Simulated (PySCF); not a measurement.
# Working out the excitation energy of Ne²⁺

Ne²⁺ [He] 2s2 2p4 (3P) → Ne²⁺ [He] 2s1 2p4 3d1 (high-spin determinant). Calculation: PySCF 2.14, in aug-cc-pVDZ (4s3p2d, 23 functions); the non-relativistic Hamiltonian (point nucleus). Frozen: 1s2. Energies in hartree (1 hartree = 27.21139 eV):

```json
{"part": "UHF", "Ne²⁺ (lower)": "-126.321875", "Ne²⁺ (upper)": "-123.269176"}
{"part": "CCSD correlation", "Ne²⁺ (lower)": "-0.111034", "Ne²⁺ (upper)": "-0.093483"}
{"part": "(T)", "Ne²⁺ (lower)": "-0.000866", "Ne²⁺ (upper)": "-0.005662"}
```

**Question.** What does Hartree-Fock give?

**Answer.** (-123.269176) − (-126.321875) = 3.052699 hartree = 83.068 eV.

**Question.** What do CCSD and CCSD(T) give?

**Answer.** The CCSD correlation energies differ by 0.017551 hartree = 0.478 eV and the triples by -0.004796 hartree = -0.131 eV, so CCSD gives 83.546 eV and CCSD(T) 83.415 eV.

One determinant mixes LS terms, so it does not stand for a single term.

The upper state lies above the first ionisation limit, where it may autoionise and the basis confines it. A Rydberg-like electron needs more diffuse functions than a valence basis has.

A double-zeta basis recovers only part of the correlation energy.

The coupled-cluster amplitudes are large, so a single reference is strained.
